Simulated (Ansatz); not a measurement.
Cost and result for the atomization energy of C4H6Si (`C=C1C=C[SiH2]1`) (11 atoms, 11 bonds).

Cartesian coordinates in Å:
```
C 0.177 1.446 -1.291
C 0.057 0.458 -0.410
C 0.520 -0.937 -0.482
C 0.150 -1.540 0.670
Si -0.631 0.032 1.290
H 0.680 1.300 -2.244
H -0.220 2.435 -1.098
H 1.060 -1.376 -1.322
H 0.332 -2.569 0.948
H -2.109 0.055 1.466
H -0.017 0.697 2.472
```

Total charge 0; spin multiplicity 1. Geometry: relaxed with PBE0-D4/def2-TZVP. Program: Ansatz. All runs use 4 threads of an Arm Neoverse V1 on a shared host. Times are those of one run each, without the atoms' runs, and a repeat can differ threefold. Electronic energies, without spin–orbit coupling; frozen cores. CCSD(T)/CBS adds CCSD(T) − MP2 in def2-TZVPP to the MP2 limit, and its time is that of the two runs behind it. T1 = 0.013; the RHF reference is unstable towards UHF. B3LYP takes the VWN-RPA correlation (the form of Gaussian; ORCA's B3LYP/G).

CCSD(T)/CBS is a level of theory with its own doubt, some kJ/mol a heavy atom from the limit and from the frozen cores, so smaller differences don't rank the functionals.

```json
{"level": "PBE0-D4/def2-TZVPP", "functions": "250", "wall time": "2.7 s"}
{"level": "PBE-D4/def2-TZVPP (with forces)", "functions": "250", "wall time": "2.8 s"}
{"level": "B3LYP-D4/def2-TZVPP (with forces)", "functions": "250", "wall time": "4.2 s"}
{"level": "r2SCAN-D4/def2-TZVPP (with forces)", "functions": "250", "wall time": "4.8 s"}
{"level": "B2PLYP/def2-TZVPP", "functions": "250", "wall time": "5.5 s"}
{"level": "ωB97X-V/def2-TZVPP", "functions": "250", "wall time": "7.5 s"}
{"level": "ωB97M-V/def2-TZVPP (with forces)", "functions": "250", "wall time": "11 s"}
{"level": "MP2/def2-QZVPP", "functions": "478", "wall time": "22 s"}
{"level": "CCSD(T)/def2-TZVPP", "functions": "250", "wall time": "100 s"}
{"level": "CCSD(T)/CBS(def2)", "functions": "–", "wall time": "2 min"}
```

Q: What atomization energy does each give, and how far from CCSD(T)/CBS? (Best estimate.)

A: The calculation gave: 
```tsv
level	atomization (kJ/mol)	difference from CCSD(T)/CBS	per bond
PBE0-D4/def2-TZVPP	4566.2	50.9	4.6
PBE-D4/def2-TZVPP (with forces)	4639.8	124.5	11.3
B3LYP-D4/def2-TZVPP (with forces)	4525.6	10.3	0.9
r2SCAN-D4/def2-TZVPP (with forces)	4543.1	27.8	2.5
B2PLYP/def2-TZVPP	4481.2	-34.1	-3.1
ωB97X-V/def2-TZVPP	4526.9	11.6	1.1
ωB97M-V/def2-TZVPP (with forces)	4532.8	17.5	1.6
MP2/def2-QZVPP	4549.6	34.3	3.1
CCSD(T)/def2-TZVPP	4405.9	-109.4	-9.9
CCSD(T)/CBS(def2)	4515.3	0.0	0.0
```

The D4 term adds +39.4 kJ/mol with B3LYP and +20.5 kJ/mol with PBE0; it sums over pairs of atoms, weighted by their polarisabilities, and B3LYP, whose exchange is more repulsive, gets the larger term. From PBE to PBE0 (25 % exact exchange), in def2-TZVPP and without D4, the atomization energy moves by −69.8 kJ/mol: exact exchange takes away binding that semilocal exchange gives to molecules. In def2-TZVPP, CCSD(T) changes the Hartree–Fock value by +1046.5 kJ/mol (the triples alone add +75.9 kJ/mol) and MP2 by +1125.6 kJ/mol; breaking electron pairs costs correlation energy, which Hartree–Fock lacks.
